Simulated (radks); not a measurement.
Question: The mean radii <r> (bohr) of the occupied orbitals of an atom or ion are listed with their occupations. Calculated with a radial shooting solver on a logarithmic mesh with Libxc functionals: scalar-relativistic Kohn-Sham, PBE, spin-polarised, spherical densities, point nucleus.

| orbital | occ. | <r> |
|---|---|---|
| 1s up | 1 | 0.1112 |
| 1s down | 1 | 0.1110 |
| 2s up | 1 | 0.5304 |
| 2s down | 1 | 0.5357 |
| 2p up | 3 | 0.4822 |
| 2p down | 1 | 0.4893 |

Name the element and its charge. Open shells, if any, are filled with parallel spins first.

Answer: Z = 14, silicon, charge +6: Si6+ in [He] 2s2 2p4. The 1s radius gives Z: for a bare nucleus <r> = (2 gamma + 1)/(2Z) with gamma = sqrt(1 - (Z/c)^2), 0.1068 bohr for Z = 14, and screening makes it slightly larger (0.1112 here). The occupations add up to 8, and the charge is Z minus that.
